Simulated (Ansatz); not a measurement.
Calculated with Ansatz (gas phase, PBE0-D4/def2-TZVP geometries, no zero-point term in ΔE). CCSD(T)/CBS adds triple-zeta CCSD(T) − MP2 to the extrapolated MP2 energy (def2 sets, frozen cores). DFT in def2-TZVPP. B3LYP here is the variant with VWN-RPA as its local correlation; programs differ in this. One conformer a species, not always the lowest.

`[SiH3]C1B[SiH2][SiH2]1` + `N=C(O)[SiH3]` → `N=C([SiH3])O[SiH3]` + `B1C[SiH2][SiH2]1`  (ligand exchange at the Si–C bond)

`[SiH3]C1B[SiH2][SiH2]1`:

Z-matrix (Å, degrees):
```
Si
Si 1 2.401
B 1 2.255 2 49.7
C 1 1.928 2 85.5 3 25.3
H 1 1.485 2 110.0 3 135.0
H 1 1.481 2 122.8 3 -91.1
H 2 1.481 1 121.9 3 108.7
H 2 1.483 1 104.6 3 -122.9
H 3 1.202 1 114.3 2 -108.4
Si 4 1.865 1 107.6 2 90.5
H 4 1.091 1 116.5 2 -142.9
H 10 1.488 4 110.9 1 74.9
H 10 1.488 4 109.5 1 -44.9
H 10 1.488 4 110.8 1 -164.5
```

`N=C(O)[SiH3]`:

Z-matrix (Å, degrees):
```
Si
C 1 1.901
H 1 1.483 2 109.8
H 1 1.483 2 109.9 3 120.8
H 1 1.484 2 106.7 3 -119.5
O 2 1.347 1 112.8 3 -61.0
N 2 1.265 1 127.8 3 118.9
H 6 0.970 2 106.7 1 179.9
H 7 1.015 2 111.9 1 0.1
```

`N=C([SiH3])O[SiH3]`:

Cartesian coordinates in Å:
```
N -1.162 0.764 0.384
C -0.206 0.245 -0.263
Si 0.258 0.500 -2.089
O 0.617 -0.603 0.381
Si 0.305 -0.909 2.016
H -1.727 1.388 -0.184
H 0.199 -0.801 -2.798
H 1.629 1.059 -2.174
H -0.725 1.450 -2.667
H 0.432 0.321 2.829
H 1.391 -1.858 2.361
H -1.012 -1.556 2.205
```

`B1C[SiH2][SiH2]1`:

Cartesian coordinates in Å:
```
B -0.201 0.009 -1.161
C -0.077 1.369 -0.457
Si -0.382 0.175 1.045
Si 0.724 -1.478 -0.308
H -1.278 -0.308 -1.595
H -0.817 2.140 -0.655
H 0.907 1.787 -0.243
H 0.550 0.555 2.133
H -1.778 0.051 1.522
H 2.134 -1.438 0.162
H 0.218 -2.863 -0.442
```

| level | ΔE (kJ/mol) | difference from CCSD(T)/CBS |
| --- | --- | --- |
| PBE-D4 | -56.2 | 8.7 |
| r2SCAN-D4 | -65.6 | -0.7 |
| PBE0-D4 | -57.6 | 7.3 |
| B3LYP-D4 | -68.3 | -3.4 |
| PBE | -60.0 | 4.9 |
| PBE0 | -61.0 | 3.9 |
| B3LYP | -74.7 | -9.8 |
| HF/def2-TZVPP | -81.9 | -17.0 |
| MP2/def2-TZVPP | -66.1 | -1.2 |
| CCSD/def2-TZVPP | -68.2 | -3.3 |
| CCSD(T)/def2-TZVPP | -66.1 | -1.2 |
| HF/def2-QZVPP | -82.9 | -18.0 |
| SCS-MP2/def2-QZVPP | -69.8 | -4.9 |
| HF/CBS(def2) | -83.0 | -18.1 |
| MP2/CBS(def2) | -64.8 | 0.1 |
| CCSD/CBS(def2) | -67.0 | -2.1 |
| CCSD(T)/CBS | -64.9 | 0 |

Largest T1 diagnostic among the species: 0.015.

The D4 term adds +6.3 kJ/mol with B3LYP and +3.4 kJ/mol with PBE0; it sums over pairs of atoms, weighted by their polarisabilities, and B3LYP, whose exchange is more repulsive, gets the larger term. In def2-TZVPP, CCSD(T) changes the Hartree–Fock value by +15.8 kJ/mol (the triples alone add +2.1 kJ/mol) and MP2 by +15.9 kJ/mol.
